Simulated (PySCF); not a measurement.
Start geometry of Sn(eta1-allyl)H3 (`C=C[CH2][SnH3]`) from GFN2-xTB (Å):
```
atom  x, y, z in Å
Sn1   -0.0218   -0.7861   -1.7353
C2    -0.0564   -0.7984    0.4263
C3     0.4661    0.4518    0.9686
C4    -0.1002    1.4391    1.5043
H5     0.5502   -1.6686    0.6848
H6    -1.0707   -0.9249    0.7718
H7     1.6318    0.5451    0.9430
H8    -1.2268    1.3767    1.5623
H9     0.2405    2.3437    1.9704
H10    1.4356   -0.6414   -2.3816
H11   -0.9245    0.6261   -2.2664
H12   -0.8083   -2.0458   -2.3971
```

Task: What comes out of this run: PBE0-D3(BJ)/def2-SVP geometry optimisation, gas phase, def2 core potentials past Kr in PySCF 2.14.0?

Result: 
```
atom  x, y, z in Å
Sn1   -0.0767   -0.7250   -1.7631
C2    -0.0577   -0.7986    0.4133
C3     0.5224    0.4446    0.9832
C4    -0.1655    1.4496    1.5354
H5     0.5309   -1.6882    0.6868
H6    -1.0970   -0.9586    0.7387
H7     1.6142    0.5404    0.9127
H8    -1.2557    1.4116    1.6314
H9     0.3379    2.3433    1.9118
H10    1.5354   -0.6160   -2.3432
H11   -0.9598    0.6570   -2.2601
H12   -0.8130   -2.1429   -2.3959
```

The energy falls by 0.722 eV over 7 energy and gradient evaluations, the largest force component goes from 0.1264 to 2.4e-04 Eh/bohr, and the atoms move by 0.073 Å rms after alignment. The bond that changes most is Sn1–H10 (ends: tin bonded to C and 3 H; hydrogen on tin), which lengthens by 0.116 Å. Bonds longer at the end by more than 0.005 Å: 8 of 11; shorter: 3. Among the angles that change most is C3–C4–H9, from 134.7° to 121.3°. Rotational constants go from 13942, 1611, 1548 to 12974, 1592, 1531 MHz. The orientation of the end geometry is arbitrary; only internal coordinates are fixed.

The run used 108 basis functions and 50 SCF cycles in all. On one thread of an Arm Neoverse V1, shared host, this took 33 s of wall time and 0.43 GiB of memory at its peak.

No frequency check. One conformer, not necessarily the lowest.
